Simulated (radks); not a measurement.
The numbers below are computed, except where a source is named.
Species: the praseodymium ion Pr3+. Configuration: [Kr] 4d10 4f2 5s2 5p5 5d1 (not the ground configuration). Code: a radial shooting solver on a logarithmic mesh with Libxc functionals. Model: Dirac Kohn-Sham, BLYP, spin-unpolarised, spherical densities, finite nucleus; open shells fill j = l - 1/2 first; Fermi nuclear charge, rms radius 4.8919 fm.

Normalised radial functions P(r) = r R(r) (large component), r in bohr:

```
   r/bohr * 4d5/2 (the largest magnitude, 1.25, reaches the edge; | marks zero)
 0.003113                             *
 0.004795                             *
 0.007386                             *
  0.01147                             *
  0.01767                             *
  0.02721                             |*
  0.04191                             |  *
  0.06456                             |     *
  0.09945                             |           *
   0.1532                             |               *
   0.2359                             |         *
   0.3634                   *         |
   0.5598  *                          |
   0.8692      *                      |
    1.339                     *       |
    2.062                            *|
    3.177                             *
    4.893                             *
    7.537                             *
```

4d5/2: eigenvalue -141.12 eV, 1 radial node at r = 0.302 bohr, <r> = 0.727 bohr, 90 % of the charge inside 1.09 bohr.
